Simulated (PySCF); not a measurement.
Input file for PySCF: R-BP86/LANL2DZ on FHSn (SMILES [F][SnH]), a point of a bond scan (R = 3.587 Å).

```python
from pyscf import gto, scf, dft, mp
from pyscf.data.elements import chemcore

mol = gto.M(
    atom='''
    Sn   -0.09096150   -0.17370643    0.21890608
    H    -1.97922318   -2.00452613   -2.21970640
    F     0.62035194    1.08604865   -1.10498931
    ''',
    basis='lanl2dz',
    ecp={'Sn': 'lanl2dz'},
    charge=0, spin=0, verbose=3, max_memory=1800)
mf = dft.RKS(mol, xc='b88,p86')
mf.conv_tol = 1e-8
mf.max_cycle = 100
mf.kernel()
if not mf.converged:
    mf = mf.newton().run(mf.mo_coeff, mf.mo_occ)
```

Problem. Give the final energy of this run.

Solution. -103.7611 hartree.
